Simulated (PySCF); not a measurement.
isocyanic acid cation (CHNO), SMILES N=C=O (connectivity only; charge and spin as stated), charge +1, multiplicity 2. The structure is a stationary point at B3LYP-D3(BJ)/def2-TZVP. The multiplicity is an assumed one; other spin states were not compared.

Level of theory: B3LYP-D3(BJ)/def2-TZVP (PySCF 2.14.0).

Harmonic wavenumbers (cm⁻¹): 488, 525, 766, 1217, 2049, 3372. Rotational constants (GHz): 803.6, 10.91, 10.76; symmetry number 1.

Work out the zero-point energy and the ideal-gas rigid-rotor harmonic-oscillator thermochemistry at 298.15 K and 1 atm.

ZPE = ½ Σ hcν = ½ × 8418 cm⁻¹ = 50.35 kJ/mol. H − E(el) = 61.69 kJ/mol. Entropy in J/(mol K): translation 155.66, rotation 78.54, vibration 6.54, spin 5.76, total 246.51. G − E(el) = -11.80 kJ/mol. Cp = 47.41 J/(mol K).
